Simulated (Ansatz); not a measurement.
Isolated molecules relaxed with PBE0-D4/def2-TZVP in Ansatz; ΔE leaves out vibrations. CCSD(T)/CBS is the MP2 limit (def2-TZVPP, def2-QZVPP) plus CCSD(T) − MP2 in def2-TZVPP, frozen cores. This one scheme is used for every species. One conformer a species, not always the lowest.

`OB(Cl)CCl` + HCl → `OB(Cl)Cl` + `CCl`  (ligand exchange at a B–C bond)

```csv
species,CCSD/def2-TZVPP energy (Eh)
`OB(Cl)CCl`,-1059.28503
HCl,-460.32332
`OB(Cl)Cl`,-1020.08721
`CCl`,-499.54515
```

(1) Work out ΔE.

Largest T1 diagnostic among the species: 0.011.

## Answers

(1) ΔE = (-1020.08721) + (-499.54515) − (-1059.28503) − (-460.32332) = -0.02401 Eh = -63.0 kJ/mol. CCSD(T)/CBS gives -62.3 kJ/mol.

At CCSD(T), def2-SVP lies −7.2 kJ/mol from the extrapolated value and def2-TZVPP +0.0 kJ/mol. Leaving LDA and LC-ωPBE aside and taking each functional with its dispersion term where it has one, the values, not all of them listed here, spread over 4.8 kJ/mol, from B2PLYP to CAM-B3LYP-D4. LDA lies +10.3 kJ/mol from PBE without D4.
